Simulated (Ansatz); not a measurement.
`C[O][Sc]([OH])[OH]` + `N=CO` → `COC=N` + `[OH][Sc]([OH])[OH]`  (substitution at a C–O bond)

Computed with Ansatz on PBE0-D4/def2-TZVP structures; ΔE is electronic, products minus reactants. CCSD(T)/CBS is the MP2 limit (def2-TZVPP, def2-QZVPP) plus CCSD(T) − MP2 in def2-TZVPP, frozen cores. This one scheme is used for every species. Functionals use def2-TZVPP. HSE06 is defined as in plane-wave codes. For Sc outer-core shells are correlated without core-valence functions, which leaves a few kJ/mol of doubt a bond. Scalar relativity is left out up to krypton. Each species was taken in one conformer, which may not be the lowest.

`C[O][Sc]([OH])[OH]`:

Cartesian coordinates in Å:
```
C 0.548 1.539 1.325
O 0.175 0.551 0.431
Sc -0.299 -0.834 -0.724
O -1.179 -0.439 -2.330
O 0.113 -2.600 -0.256
H 1.284 2.219 0.877
H 0.995 1.110 2.231
H -0.317 2.142 1.630
H -1.623 -0.178 -3.130
H 0.304 -3.510 -0.055
```

`N=CO`:

```xyz
6

N     0.711   -0.432    0.620
C    -0.062   -0.055   -0.299
O    -0.990    0.887   -0.105
H     1.348   -1.151    0.294
H    -0.093   -0.415   -1.329
H    -0.914    1.165    0.820
```

`COC=N`:

```xyz
9

C     0.368    1.235    0.077
O     0.792   -0.043    0.535
C     0.029   -1.070    0.166
N    -1.006   -0.946   -0.542
H     1.095    1.945    0.465
H     0.345    1.263   -1.014
H    -0.632    1.464    0.450
H     0.443   -1.997    0.569
H    -1.435   -1.850   -0.706
```

`[OH][Sc]([OH])[OH]`:

```xyz
7

O    -0.464   -0.748    1.652
Sc    0.000    0.000    0.000
O    -1.330    0.698   -1.117
O     1.794    0.051   -0.535
H    -0.474   -1.163    2.509
H    -2.145    0.986   -1.517
H     2.618    0.177   -0.993
```

```
             level  ΔE (kcal/mol)  difference from CCSD(T)/CBS
            B97M-V           -1.0                          0.7
          HSE06-D4           -0.9                          0.8
            B2PLYP           -1.2                          0.5
              BLYP           -0.3                          1.4
           r2SCANh           -1.3                          0.4
         CAM-B3LYP           -1.3                          0.4
     HF/def2-TZVPP           -0.9                          0.8
    MP2/def2-TZVPP           -2.1                         -0.4
   CCSD/def2-TZVPP           -1.5                          0.2
SCS-MP2/def2-QZVPP           -1.9                         -0.2
       CCSD(T)/CBS           -1.7                            0
```

Largest T1 diagnostic among the species: 0.016.

At CCSD(T), def2-SVP lies +3.6 kcal/mol from the extrapolated value and def2-TZVPP +0.1 kcal/mol. From BLYP to BHLYP (50 % exact exchange), in def2-TZVPP and without D4, ΔE moves by −0.9 kcal/mol.
